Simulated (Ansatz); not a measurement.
Mulliken charges of `C[S][Ti]([OH])([Cl])[Cl]` from r2SCAN/def2-TZVPP in Ansatz (PBE0-D4/def2-TZVP geometry).

```
atom   x (Å)   y (Å)   z (Å)  charge (e)
  C1  -0.391  -0.705  -1.623      -0.125
  S2  -1.094   0.797  -0.873      -0.175
 Ti3   0.138   0.911   1.008       0.745
  O4   0.314  -0.736   1.610      -0.471
 Cl5   2.136   1.688   0.520      -0.247
 Cl6  -0.912   2.241   2.389      -0.225
  H7  -0.411  -1.533  -0.917       0.097
  H8  -1.010  -0.948  -2.487       0.093
  H9   0.630  -0.520  -1.955       0.095
 H10   0.683  -1.246   2.332       0.214
```

By hand: the dipole of these point charges (1 e Å = 4.8032 D).

Σ q r = (-0.055, -0.500, -0.325) e Å, of length 0.599 e Å = 2.88 D.

How does the dipole of the full density compare? (Best estimate.)

Ansatz gave: (0.078, -0.695, -0.018) e Å, 3.36 D; the point charges give 0.86 times that, at 34° from its direction.

Point charges leave out the atoms' own dipoles, such as those of lone pairs, and Mulliken's split depends on the basis, so the two needn't agree.
